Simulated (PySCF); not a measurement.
GeH6N2.
Bonds: N1–Ge2, Ge2–N3. Hydrogens: H4, H5 on N1; H6, H7 on Ge2; H8, H9 on N3.

Computed by this run: PySCF, PBE0-D3(BJ)/def2-SVP geometry optimisation, gas phase; density fitting, grid level 1; the optimiser is geomeTRIC in internal coordinates, started from a GFN2-xTB structure with every atom displaced at random (about 0.01 Å).

Geometry at step 0:
```
atom  x, y, z in Å
N1      1.5963   -0.2029    0.2496
Ge2    -0.0407    0.6263    0.1508
N3     -1.3735   -0.5915   -0.1835
H4      1.6628   -0.9674    0.8663
H5      2.0155   -0.4402   -0.6359
H6     -0.3504    1.1949    1.5010
H7      0.1226    1.7229   -0.8743
H8     -2.2870   -0.2541   -0.0888
H9     -1.2878   -1.1051   -1.0189
```

**Question.** What forces act on the atoms?

**Answer.** 
| atom | Fx (eV/Å) | Fy (eV/Å) | Fz (eV/Å) |
| --- | --- | --- | --- |
| N1 | -0.388 | 1.440 | -0.791 |
| Ge2 | 0.417 | -0.850 | -0.022 |
| N3 | 1.623 | 0.138 | 1.092 |
| H4 | 0.048 | -1.225 | 0.968 |
| H5 | 0.155 | -0.083 | -0.274 |
| H6 | -0.212 | 0.330 | 0.681 |
| H7 | 0.068 | 0.424 | -0.501 |
| H8 | -1.820 | 0.621 | 0.196 |
| H9 | 0.109 | -0.794 | -1.349 |

The largest, 1.96 eV/Å, acts on N3 (H8 within 3 % of it); the rms over all components is 0.803 eV/Å. The forces sum to zero within rounding, as they must for an isolated molecule in no field.

**Question.** Give the force on N3 in Eh/bohr and in nN.

**Answer.** 1.961 eV/Å ÷ 51.422 = 0.03814 Eh/bohr, and 1.961 eV/Å × 1.602 = 3.14 nN.

**Question.** How far is this geometry from the end of the optimisation?

**Answer.** 0.128 eV above it, and 0.120 Å rms away after alignment. The bonds farthest from their final lengths, with half the difference of the two atoms' forces along the bond (positive lengthens):

| bond | now (Å) | final (Å) | force along bond (eV/Å) |
| --- | --- | --- | --- |
| Ge2–H6 | 1.497 | 1.539 | +0.61 |
| N3–H8 | 0.978 | 1.017 | +1.65 |
| Ge2–H7 | 1.510 | 1.547 | +0.61 |
| N1–H4 | 0.984 | 1.017 | +1.60 |
| N3–H9 | 0.984 | 1.017 | +1.21 |
| N1–H5 | 1.008 | 1.016 | +0.06 |

The angle farthest from its final value is Ge2–N1–H4, 116.4° against 114.3°.

Of the 5 listed bonds off by 0.010 Å or more, this force points towards the final length in 5.

What follows is the cost of the whole optimisation. On one thread of an Intel Xeon Platinum 8259CL at 2.50 GHz, no GPU, shared host with 96 logical CPUs at a one-minute load of 23, this took 31 s wall and 0.38 GiB of memory at its peak.
